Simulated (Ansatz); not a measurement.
**Cost against result**

Saddle point of Ge₄H₁₁OF, singlet (Ge₄H₉F ([F][Ge]([GeH3])([GeH3])[GeH3]) + H₂O → Ge₃H₇OF ([OH][Ge]([F])([GeH3])[GeH3]) + GeH₄; bonds formed: Ge1–O7, Ge2–H6; bonds broken: Ge1–Ge2, H6–O7), PBE0-D4/def2-TZVP structure:

```json
{"atom": "Ge1", "x (Å)": "-1.0337", "y (Å)": "-0.1276", "z (Å)": "-0.1556"}
{"atom": "Ge2", "x (Å)": "2.0804", "y (Å)": "-0.3547", "z (Å)": "-0.0256"}
{"atom": "Ge3", "x (Å)": "-0.6632", "y (Å)": "1.5912", "z (Å)": "-1.8373"}
{"atom": "Ge4", "x (Å)": "-0.7800", "y (Å)": "-0.0372", "z (Å)": "2.2620"}
{"atom": "F5", "x (Å)": "-2.7304", "y (Å)": "-0.6072", "z (Å)": "-0.3227"}
{"atom": "H6", "x (Å)": "0.5586", "y (Å)": "-1.5912", "z (Å)": "-0.5868"}
{"atom": "O7", "x (Å)": "-0.4743", "y (Å)": "-1.8366", "z (Å)": "-0.9021"}
{"atom": "H8", "x (Å)": "2.7407", "y (Å)": "-0.7280", "z (Å)": "1.3304"}
{"atom": "H9", "x (Å)": "3.1917", "y (Å)": "-0.5797", "z (Å)": "-1.0868"}
{"atom": "H10", "x (Å)": "1.9887", "y (Å)": "1.2017", "z (Å)": "0.0561"}
{"atom": "H11", "x (Å)": "-1.9964", "y (Å)": "1.8343", "z (Å)": "-2.5586"}
{"atom": "H12", "x (Å)": "0.4079", "y (Å)": "1.1072", "z (Å)": "-2.8194"}
{"atom": "H13", "x (Å)": "-0.2070", "y (Å)": "2.8613", "z (Å)": "-1.1122"}
{"atom": "H14", "x (Å)": "0.4312", "y (Å)": "0.8225", "z (Å)": "2.6285"}
{"atom": "H15", "x (Å)": "-2.0666", "y (Å)": "0.5444", "z (Å)": "2.8690"}
{"atom": "H16", "x (Å)": "-0.5862", "y (Å)": "-1.4837", "z (Å)": "2.7400"}
{"atom": "H17", "x (Å)": "-0.8614", "y (Å)": "-2.6166", "z (Å)": "-0.4788"}
```

Barriers are electronic and count from the start structure reached by relaxing down the imaginary mode.

Computed with Ansatz 0.2.0 (basis: as named in each row); correlated methods freeze the cores. Filled d shells of the heavier atoms are correlated. The def2 sets are not built for correlating such inner shells, so the correlated values are less sure here. B3LYP uses VWN-RPA correlation. Extrapolation: Hartree–Fock as exp(−7.88 √X), correlation as X^−2.97.

Times are rough, for one single point on 4 threads of a shared host (AMD EPYC 7R13), with one NVIDIA H100 (or a share of it) where marked.

The estimate by CCSD(T) at an estimated basis limit (MP2 extrapolated from triple and quadruple zeta, plus CCSD(T) − MP2 in triple zeta) is 180.5 kJ/mol.

| method | basis | time (s) | barrier (kJ/mol) | method less estimate |
| --- | --- | --- | --- | --- |
| HF | STO-3G | under 1 | 292.8 | 112.3 |
| PBE-D4 | STO-3G | 1 | 124.0 | -56.6 |
| SPW92 | def2-SVP | 2 | 113.0 | -67.5 |
| PBE-D4 | def2-TZVPP | 2 (H100) | 147.4 | -33.1 |
| r2SCAN-D4 | def2-TZVPP | 2 (H100) | 159.0 | -21.6 |
| PBE0-D4 | def2-TZVPP | 2 (H100) | 165.4 | -15.1 |
| PBE-D4 | def2-SVP | 2 | 140.5 | -40.0 |
| BLYP-D4 | def2-TZVPP | 2 (H100) | 155.8 | -24.7 |
| SPW92 | def2-TZVPP | 3 (H100) | 122.5 | -58.0 |
| B97M-V | def2-TZVPP | 3 (H100) | 171.3 | -9.2 |
| BHLYP-D4 | def2-TZVPP | 4 (H100) | 189.9 | 9.4 |
| wB97M-V | def2-TZVPP | 4 (H100) | 171.0 | -9.5 |
| B3LYP-D4 | def2-TZVPP | 4 (H100) | 170.4 | -10.1 |
| B3LYP-D4 | 6-31G | 4 | 145.3 | -35.2 |
| B2PLYP | def2-TZVPP | 4 (H100) | 181.1 | 0.6 |
| r2SCAN0-D4 | def2-TZVPP | 4 (H100) | 171.9 | -8.6 |
| PBE-QIDH | def2-TZVPP | 4 (H100) | 179.5 | -1.1 |
| CCSD(T) | def2-SVP | 4 (H100) | 190.7 | 10.2 |
| CAM-B3LYP-D4 | def2-TZVPP | 4 (H100) | 177.9 | -2.6 |
| RPA on PBE | def2-TZVPP | 4 (H100) | 179.6 | -0.9 |
| PBE0-D4 | def2-SVP | 6 | 163.8 | -16.7 |
| wB97X-V | def2-TZVPP | 8 (H100) | 180.0 | -0.5 |
| MP2 | def2-QZVPP | 10 (H100) | 178.2 | -2.3 |
| wB97M-V | def2-SVP | 16 | 167.9 | -12.7 |
| CCSD(T) | def2-TZVPP | 39 (H100) | 182.1 | 1.6 |

All methods are single points on the PBE0-D4 structures.

T1 diagnostic: at most 0.013.

Labels in which every atom is bracketed show which atoms are joined, not bond orders.
